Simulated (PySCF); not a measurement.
B97-3 on Ir (iridium, neutral), [Xe] 4f14 5d9, 2D determinant (an excited configuration). Calculation: PySCF 2.14, in def2-QZVPPD with the def2 core potential (60 electrons); a scalar-relativistic core potential.

```
cycle= 3 E= -104.211834766216  delta_E= -0.00635  |g|= 0.046  |ddm|= 0.141
cycle= 4 E= -104.218535955784  delta_E= -0.0067  |g|= 0.049  |ddm|= 0.147
cycle= 5 E= -104.204471481871  delta_E= 0.0141  |g|= 0.0541  |ddm|= 0.353
cycle= 6 E= -104.203889728774  delta_E= 0.000582  |g|= 0.0605  |ddm|= 0.236
cycle= 7 E= -104.205173777178  delta_E= -0.00128  |g|= 0.03  |ddm|= 0.0667
cycle= 8 E= -104.205718681263  delta_E= -0.000545  |g|= 0.0118  |ddm|= 0.161
cycle= 9 E= -104.205901839735  delta_E= -0.000183  |g|= 0.0124  |ddm|= 0.0446
cycle= 10 E= -104.205685585248  delta_E= 0.000216  |g|= 0.00458  |ddm|= 0.0503
cycle= 11 E= -104.205646844486  delta_E= 3.87e-05  |g|= 0.00105  |ddm|= 0.0248
cycle= 12 E= -104.205645941131  delta_E= 9.03e-07  |g|= 0.000566  |ddm|= 0.00642
cycle= 13 E= -104.205646126853  delta_E= -1.86e-07  |g|= 0.000142  |ddm|= 0.00222
cycle= 14 E= -104.20564613466  delta_E= -7.81e-09  |g|= 2.79e-05  |ddm|= 0.000392
cycle= 15 E= -104.205646135151  delta_E= -4.91e-10  |g|= 8.09e-06  |ddm|= 0.000154
converged SCF energy = -104.205646135151  <S^2> = 0.75485442  2S+1 = 2.0048485
```

Highest occupied orbital energy: -5.069 eV; ⟨L²⟩ = 8.52; populations by l: s 2.42, p 6.00, d 8.58, f 0.00.

Question: Can this result be used?

Answer: Not for this state. Self-consistency was reached. ⟨L²⟩ = 8.52 against 6 for a pure D term, so this real determinant mixes terms. Energies and moments cover only the electrons outside the core potential. Spin-orbit coupling, absent here, splits the open shell strongly. The s, p, d and f populations moved away from the nominal configuration during the SCF.
